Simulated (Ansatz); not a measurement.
Molecule: C4H10O, net charge 0, singlet state. 
Geometry from a B3LYP-D3(BJ)/def2-TZVP (Ansatz, a first-principles code) optimisation:
```xyz
15

C     -1.6569    -0.7964    -0.3856
C     -0.5228     0.0477     0.1947
C     -0.4662     1.4303    -0.4530
C      0.8014    -0.6876     0.0491
O      1.8200     0.0545     0.7163
H     -2.6169    -0.2924    -0.2622
H     -1.7250    -1.7709     0.1027
H     -1.5095    -0.9663    -1.4559
H     -0.6973     0.1753     1.2686
H     -0.3111     1.3425    -1.5325
H      0.3503     2.0219    -0.0410
H     -1.4004     1.9726    -0.2940
H      0.7135    -1.6921     0.4817
H      1.0401    -0.8001    -1.0178
H      2.6631    -0.3907     0.5888
```

Basis-set convergence of Hartree-Fock and MP2 correlation energies (hartree) with Ansatz. Valence correlation only, unless marked. No spin-orbit coupling. Non-relativistic.

| basis | functions | E(HF) | E(corr, MP2) |
|---|---|---|---|
| cc-pVDZ | 120 | -232.16779 | -0.76942 |
| cc-pVTZ | 290 | -232.23822 | -0.95300 |
| cc-pVQZ | 575 | -232.25457 | -1.01606 |

Extrapolating the two largest sets (X = 3 and 4) as X^-3: E(corr) = (64·(-1.01606) - 27·(-0.95300))/37 = -1.0621 Eh, an estimate of the basis-set limit. The largest set recovers 95.7 % of it, the smallest 72.4 %.
